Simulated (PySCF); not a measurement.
A series of related compounds: `[SiH2](C)[P-]C(C)(C)C`, [C$_{5}$H$_{14}$PSi]-; SMILES CC#C[P-]N(C)C, [C$_{5}$H$_{9}$NP]-; `CN(C)[P-]C(C)(C)C`, [C$_{6}$H$_{15}$NP]-; SMILES CN(C)[P-]CC(C)(C)C, [C$_{7}$H$_{17}$NP]-; SMILES CN(C)C[P-]C(C)(C)C, [C$_{7}$H$_{17}$NP]-.

Averaged over atoms made equivalent by symmetry, fast rotation or ring inversion, no solvent, a single conformation, non-relativistic Hamiltonian. Geometry from GFN2-xTB; GIAO PBE0/pcSseg-1 shieldings; PySCF 2.14.0 with density-fitted response routines.

δ = σ(ref) − σ, references computed at the same level: ³¹P (318.38 ppm) against H3PO4.

Problem. How does the ³¹P shift change along the series?

Solution. 
| compound | change | δ (ppm) | HOMO–LUMO gap (eV) |
| --- | --- | --- | --- |
| C[SiH2][P-]C(C)(C)C | NMe2 replaced by SiH2CH3 | -168.7 | 4.61 |
| CC#C[P-]N(C)C | tBu replaced by propynyl | 101.6 | 4.25 |
| CN(C)[P-]C(C)(C)C | base | 228.7 | 4.10 |
| CN(C)[P-]CC(C)(C)C | tBu replaced by neopentyl | 159.2 | 3.84 |
| CN(C)C[P-]C(C)(C)C | NMe2 replaced by CH2NMe2 | -8.6 | 3.98 |
